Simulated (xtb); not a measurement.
H₇O₇Si₂ (SMILES O[Si](O)(O)O[Si](O)(O)[OH2+]), charge +1, singlet, geometry from GFN2-xTB; xtb with GFN0-xTB with GBSA(acetonitrile).

The xtb input:
```
$ xtb mol.xyz --gfn 0 --chrg 1 --gbsa acetonitrile --json

# file mol.xyz
16

O      2.32323349    -1.30764203     0.95404659
Si     1.38334986    -0.65676184    -0.16542089
O      0.34257236    -1.84702792    -0.63738045
O      2.02880251     0.12333115    -1.40362722
O      0.35210977     0.44725313     0.48883484
Si    -1.16765241     0.89347138     0.30242568
O     -1.58836525     1.73026201    -0.98348883
O     -1.88446038     1.35800113     1.63817018
O     -1.88532100    -0.67454895    -0.18672301
H      2.93788959    -0.81676794     1.49357216
H      0.61688563    -2.76141697    -0.57279697
H      2.76468592    -0.17530609    -1.93227143
H     -1.47187982     2.67111842    -1.09705735
H     -1.67161406     1.08579689     2.52953035
H     -2.57896270    -0.65159199    -0.86064290
H     -1.12534106    -1.30279391    -0.43705733
```

Q: What does xtb print? Leave out banner, timings and long lists.

A: 
```
   ID    Z sym.   atoms
    1    8 O      1, 3-5, 7-9
    2   14 Si     2, 6
    3    1 H      10-16

           -------------------------------------------------
          |                Calculation Setup                |
           -------------------------------------------------

           -------------------------------------------------
          |                 G F N 0 - x T B                 |
           -------------------------------------------------

      * Solvation model:               GBSA
        Solvent                        acetonitrile
        Parameter file                 internal GFN2-xTB/GBSA
        Dielectric constant                3.7500E+01
        Reference state                gsolv [1 M gas/solution]
        Free energy shift                  2.0473E-03 Eh       1.2847E+00 kcal/mol
        Temperature                        2.9815E+02 K
        Density                            7.8600E-01 kg/L
        Solvent mass                       4.1050E+01 g/mol
        Interaction kernel             Still
        Born radius scaling (c1)           1.5800E+00
        Born radii integrator          GBOBC
        Born offset                        1.3788E-02 a0       2.6056E-02 AA
        H-bond correction              true
        Ion screening                  false
        Surface tension                    1.0000E-05 Eh       1.5569E+01 dyn/cm
        Grid points                               230 per atom

          ...................................................
          :                      SETUP                      :
          :.................................................:
          :  # basis functions                  62          :
          :  # atomic orbitals                  60          :
          :  # shells                           34          :
          :  # electrons                        56          :
          :  electronic temp.          300.0000000     K    :
          :  accuracy                    1.0000000          :
          :  -> integral cutoff          0.2500000E+02      :
          :  -> integral neglect         0.1000000E-07      :
          ...................................................

         :::::::::::::::::::::::::::::::::::::::::::::::::::::
         ::                     SUMMARY                     ::
         :::::::::::::::::::::::::::::::::::::::::::::::::::::
         :: total energy             -28.674886939755 Eh    ::
[...]
     9   8 O        2.356    -0.718    27.865     7.145
    10   1 H        0.809     0.557     0.278     0.828
    11   1 H        0.809     0.609     0.235     0.762
    12   1 H        0.808     0.548     0.287     0.841
    13   1 H        0.809     0.559     0.276     0.825
    14   1 H        0.808     0.555     0.280     0.831
    15   1 H        0.805     0.489     0.351     0.931
    16   1 H        0.800     0.516     0.320     0.889

 Mol. C6AA /au·bohr⁶  :       4031.044299
 Mol. C8AA /au·bohr⁸  :     140406.839925
 Mol. α(0) /au        :        103.611208

Wiberg/Mayer (AO) data.
largest (>0.10) Wiberg bond orders for each atom

 ---------------------------------------------------------------------------
     #   Z sym  total        # sym  WBO       # sym  WBO       # sym  WBO
 ---------------------------------------------------------------------------
     1   8 O    2.195 --     2 Si   1.135    10 H    0.976
     2  14 Si   4.243 --     1 O    1.135     4 O    1.124     3 O    1.006
                             5 O    0.950
     3   8 O    2.264 --     2 Si   1.006    11 H    0.980    16 H    0.135
     4   8 O    2.185 --     2 Si   1.124    12 H    0.977
     5   8 O    2.189 --     6 Si   1.083     2 Si   0.950
     6  14 Si   4.189 --     8 O    1.190     7 O    1.168     5 O    1.083
                             9 O    0.725
     7   8 O    2.223 --     6 Si   1.168    13 H    0.975
     8   8 O    2.244 --     6 Si   1.190    14 H    0.975
     9   8 O    2.711 --    15 H    0.976    16 H    0.862     6 Si   0.725
    10   1 H    0.985 --     1 O    0.976
    11   1 H    0.985 --     3 O    0.980
    12   1 H    0.985 --     4 O    0.977
    13   1 H    0.983 --     7 O    0.975
    14   1 H    0.984 --     8 O    0.975
    15   1 H    0.985 --     9 O    0.976
    16   1 H    1.010 --     9 O    0.862     3 O    0.135
 ---------------------------------------------------------------------------

Topologies differ in total number of bonds
Writing topology from bond orders to xtbtopo.mol

 dipole moment from electron density (au)
     X       Y       Z
  -0.9133  -0.7474  -0.1675  total (Debye):    3.030

           -------------------------------------------------
          | TOTAL ENERGY              -28.674886939755 Eh   |
          | GRADIENT NORM               0.048791601808 Eh/α |
          | HOMO-LUMO GAP               5.641791347192 eV   |
           -------------------------------------------------

normal termination of xtb
```
